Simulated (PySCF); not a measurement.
Ligand exchange on a metal centre used in film growth or etching (Y Cl-F). Isolated molecules, 0 K electronic values unless said otherwise.

The LUMO from two functionals at the same geometries (r2SCAN-D4/def2-SVP), both in PySCF: PBE-D3(BJ)/def2-TZVP and TPSSh-D3(BJ)/def2-TZVP. 

```tsv
species	PBE-D3(BJ)/def2-TZVP (eV)	TPSSh-D3(BJ)/def2-TZVP (eV)
0 of 3 Cl replaced by F ([Y(Cl)3])	-3.69	-3.17
1 of 3 Cl replaced by F	-3.54	-3.01
2 of 3 Cl replaced by F ([Y(Cl)(F)2])	-3.36	-2.82
3 of 3 Cl replaced by F ([Y(F)3])	-3.15	-2.61
```

Over these rows, drawn at random from the members with no instability flagged (it was tested for open shells, ions and some series alone), PBE minus TPSSh-D3(BJ): mean -0.53 eV, from -0.54 eV to -0.52 eV.
